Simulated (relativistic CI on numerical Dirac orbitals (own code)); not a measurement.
# Line list: Forbidden lines, Lu10+

Method of calculation: Dirac-Coulomb-Breit CI, orbitals from a KLI potential per configuration, model QED, unscaled Slater integrals (own radial code, finite nucleus).

CI space (outside the closed core [Kr] 4d10): 4f¹²5s²5p, 4f¹¹5s²5p², 4f¹³5s², 4f¹²5s5p², 4f¹⁴5s, 4f¹¹5s5p³, 4f¹²5s²5d, 4f¹³5s5p, 4f¹¹5s²5p5d, 4f¹²5s5p5d, 4f¹³5p², 4f¹²5s²5f, 4f¹²5s²6s, 4f¹²5s²5g, 4f¹¹5s²5p6s, 4f¹²5s²6p, 4f¹³5s6p, 4f¹³5s5f, 4f¹³5p6s, 4f¹²5s5p6s, 4f¹⁴5p, 4f¹⁴5d, 4f¹³5s5d, 4f¹³5s6s, 4f¹⁴6s, 4f¹¹5s²6s², 4f¹⁰5s²5d6s², 4f¹³5s5g, 4f¹⁴5g, 4f¹³5p6p, 4f¹⁴6p, 4f¹³5d6p, 4f¹³5p5f, 4f¹⁴5f, 4f¹³5d5f. Double excitations out of closed p, d and f shells are left out; levels of such configurations are missing from the list, as are those of other unlisted configurations, and high levels can miss mixing partners.

```csv
λ vac (nm),Lower,Upper,Type,A (s⁻¹),gf,Branching (%)
150.88,4f¹¹5s²5p² ⁴I°15/2 [1],4f¹²5s²5p ²I°13/2 [29],M1,9.18e+00,4.39e-08,n/a
153.38,4f¹¹5s²5p² ⁴I°15/2 [1],4f¹¹5s²5p² ⁶I°17/2 [28],M1,1.83e+03,1.16e-05,99.6
155.44,4f¹¹5s²5p² ⁴I°15/2 [1],4f¹¹5s²5p² ⁶I°17/2 [27],M1,2.13e+03,1.39e-05,99.7
170.44,4f¹¹5s²5p² ⁶I°13/2 [2],4f¹¹5s²5p² ²I°13/2 [31],M1,2.19e+02,1.34e-06,48.1
185.12,4f¹¹5s²5p² ⁶I°13/2 [2],4f¹²5s²5p ²I°13/2 [29],M1,1.10e+01,7.90e-08,n/a
188.34,4f¹¹5s²5p² ⁴I°15/2 [1],4f¹¹5s²5p² ²K°13/2 [17],M1,8.10e+00,6.03e-08,9.4
192.13,4f¹¹5s²5p² ⁶I°13/2 [2],4f¹¹5s²5p² ²I°11/2 [26],M1,3.06e+01,2.03e-07,20.7
214.88,4f¹¹5s²5p² ⁴I°11/2 [3],4f¹¹5s²5p² ²I°11/2 [26],M1,5.97e+01,4.96e-07,40.5
223.22,4f¹¹5s²5p² ⁴I°11/2 [3],4f¹¹5s²5p² ⁴I°9/2 [25],M1,7.63e+01,5.70e-07,20.7
225.72,4f¹¹5s²5p² ⁴I°9/2 [4],4f¹¹5s²5p² ²I°11/2 [26],M1,1.49e+01,1.36e-07,10.1
231.32,4f¹¹5s²5p² ⁴I°15/2 [1],4f¹¹5s²5p² ²K°15/2 [12],M1,1.88e+02,2.41e-06,91.2
244.87,4f¹¹5s²5p² ⁶I°13/2 [2],4f¹¹5s²5p² ²K°13/2 [17],M1,4.13e+01,5.20e-07,47.9
270.17,4f¹¹5s²5p² ⁴I°9/2 [4],4f¹¹5s²5p² ⁴H°7/2 [21],M1,3.51e+01,3.07e-07,20.8
283.06,4f¹¹5s²5p² ⁴I°11/2 [3],4f¹¹5s²5p² ²K°13/2 [17],M1,2.24e+01,3.76e-07,25.9
299.63,4f¹¹5s²5p² ⁴G°11/2 [7],4f¹¹5s²5p² ²I°11/2 [26],M1,3.10e+01,5.01e-07,21.0
314.06,4f¹¹5s²5p² ⁶P°3/2 [6],4f¹¹5s²5p² ²D°5/2 [23],M1,3.39e+01,3.00e-07,23.7
316.11,4f¹¹5s²5p² ⁴G°11/2 [7],4f¹¹5s²5p² ⁴I°9/2 [25],M1,5.82e+01,8.72e-07,15.8
318.36,4f¹¹5s²5p² ⁶I°13/2 [2],4f¹¹5s²5p² ⁴G°11/2 [13],M1,1.37e+02,2.50e-06,77.9
322.86,4f¹¹5s²5p² ⁶I°13/2 [2],4f¹¹5s²5p² ²K°15/2 [12],M1,1.81e+01,4.52e-07,8.8
323.85,4f¹¹5s²5p² ⁴I°9/2 [5],4f¹¹5s²5p² ⁴H°7/2 [21],M1,4.68e+01,5.88e-07,27.7
325.03,4f¹¹5s²5p² ⁴F°3/2 [10],4f¹¹5s²5p² ⁴D°3/2 [30],M1,7.07e+01,4.48e-07,48.5
369.67,4f¹¹5s²5p² ⁴F°7/2 [8],4f¹¹5s²5p² ²D°5/2 [23],M1,8.70e+01,1.07e-06,61.0
403.12,4f¹¹5s²5p² ⁶G°5/2 [9],4f¹¹5s²5p² ⁴D°7/2 [22],M1,2.05e+01,3.99e-07,38.3
410.96,4f¹¹5s²5p² ⁶P°3/2 [6],4f¹¹5s²5p² ⁴D°1/2 [19],M1,8.37e+01,4.24e-07,99.9
430.39,4f¹¹5s²5p² ⁴I°11/2 [3],4f¹¹5s²5p² ⁴F°9/2 [11],M1,7.31e+01,2.03e-06,54.3
445.04,4f¹¹5s²5p² ⁴F°7/2 [8],4f¹¹5s²5p² ⁴H°7/2 [21],M1,3.42e+01,8.12e-07,20.2
460.22,4f¹¹5s²5p² ⁴F°7/2 [8],4f¹¹5s²5p² ⁴D°5/2 [20],M1,1.14e+02,2.18e-06,80.4
463.73,4f¹¹5s²5p² ⁴F°9/2 [11],4f¹¹5s²5p² ⁴I°9/2 [25],M1,6.74e+01,2.17e-06,18.3
522.94,4f¹¹5s²5p² ⁴I°9/2 [5],4f¹¹5s²5p² ⁴G°9/2 [15],M1,5.33e+01,2.19e-06,33.9
529.15,4f¹¹5s²5p² ⁴G°11/2 [13],4f¹¹5s²5p² ⁴I°9/2 [25],M1,1.06e+02,4.43e-06,28.6
535.49,4f¹¹5s²5p² ⁶I°13/2 [2],4f¹¹5s²5p² ⁴G°11/2 [7],M1,1.23e+02,6.32e-06,87.1
577.86,4f¹¹5s²5p² ⁴G°9/2 [15],4f¹¹5s²5p² ⁴I°9/2 [25],M1,4.95e+01,2.48e-06,13.4
636.66,4f¹¹5s²5p² ⁶G°5/2 [9],4f¹¹5s²5p² ⁴F°3/2 [16],M1,6.31e+01,1.53e-06,41.5
672.78,4f¹¹5s²5p² ⁴I°9/2 [5],4f¹¹5s²5p² ⁴F°9/2 [11],M1,5.14e+01,3.49e-06,38.1
677.04,4f¹¹5s²5p² ⁴F°3/2 [10],4f¹¹5s²5p² ⁴F°3/2 [16],M1,6.37e+01,1.75e-06,41.9
687.59,4f¹¹5s²5p² ⁴I°9/2 [4],4f¹¹5s²5p² ⁴F°7/2 [8],M1,5.03e+01,2.85e-06,84.1
697.87,4f¹¹5s²5p² ⁴G°11/2 [7],4f¹¹5s²5p² ⁴G°9/2 [15],M1,1.00e+02,7.34e-06,63.8
759.63,4f¹¹5s²5p² ⁴I°11/2 [3],4f¹¹5s²5p² ⁴G°11/2 [7],M1,1.63e+01,1.69e-06,11.6
785.16,4f¹¹5s²5p² ⁴G°11/2 [7],4f¹¹5s²5p² ⁴G°11/2 [13],M1,2.21e+01,2.45e-06,12.6
815.83,4f¹¹5s²5p² ⁴I°15/2 [1],4f¹¹5s²5p² ⁶I°13/2 [2],M1,8.23e+01,1.15e-05,100.0
819.20,4f¹¹5s²5p² ⁴D°5/2 [20],4f¹¹5s²5p² ⁴D°3/2 [30],M1,6.67e+01,2.68e-06,45.8
850.67,4f¹¹5s²5p² ⁴G°9/2 [15],4f¹¹5s²5p² ⁴H°7/2 [21],M1,4.32e+01,3.75e-06,25.6
1013.6,4f¹¹5s²5p² ²K°15/2 [12],4f¹¹5s²5p² ²K°13/2 [17],M1,1.40e+01,3.02e-06,16.2
1194.6,4f¹¹5s²5p² ⁴I°11/2 [3],4f¹¹5s²5p² ⁴I°9/2 [5],M1,1.65e+01,3.54e-06,62.8
1814.8,4f¹¹5s²5p² ⁶I°13/2 [2],4f¹¹5s²5p² ⁴I°11/2 [3],M1,7.92e+00,4.69e-06,100.0
```

Terms are leading LS components. Brackets give the number of a level in order of energy, since labels repeat. The list gives strong lines, with weight on those to low levels, among the lowest 400 of 9075 levels, so that lines to higher ones, which can be the strongest, are missing. Levels whose partners in the same complex of configurations lie outside the list can be far off, and so can their lines. Rates are taken at the computed energies, electric ones in the length gauge.

At this charge transitions that keep the count of f electrons are usually good to a few per cent. Terms inside the open d or f shell come out 10 to 20 % too wide with unscaled integrals. Levels and lines within the n = 5 or 6 shells can be off by up to 10 % or somewhat more, and those that change n by about 2 %, since core polarisation is missing. Levels that differ in their count of f electrons can be misplaced by several ten thousand cm⁻¹, since the correlation energy of f electrons is missing or only estimated; rates across such gaps can be off by orders of magnitude. The computed lowest level isn't the tabulated ground level, which NIST ASD gives as 4f12 5s2 5p °; for such ions that label comes from theory and may be the wrong one.

LS names give the leading component of a level, which can be under half, so a name can repeat, a term be missing and a line seem to break the LS rules.
